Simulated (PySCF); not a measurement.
FGe, SMILES [F][Ge] (connectivity only; charge and spin as stated), charge +1, multiplicity 1. Atoms are numbered in the order given.

```xyz
2

F      0.0000     0.0000    -1.3277
Ge     0.0000     0.0000     0.3734
```
Charge +1, spin multiplicity 1.

Geometry optimised at PBE-D3(BJ)/def2-TZVPD. The multiplicity is an assumed one; other spin states were not compared.

Calculation: KT2/pcSseg-2 run with PySCF.

GIAO shieldings, no solvent; atoms alike by connectivity are averaged. δ = σ(ref) − σ: ¹⁹F against CFCl3 (σ = 125.1 ppm); ⁷³Ge against GeH4 (σ = 1672.1 ppm), references at their B3LYP-D3(BJ)/def2-TZVP geometries, non-relativistic.

Task: Estimate the chemical shifts. (An estimate is asked for; the answer gives what the named calculation found.)

Result: 
```
nucleus  atoms  count  δ (ppm)
-------  -----  -----  -------
¹⁹F         F1      1    209.2
⁷³Ge       Ge2      1     21.4
```
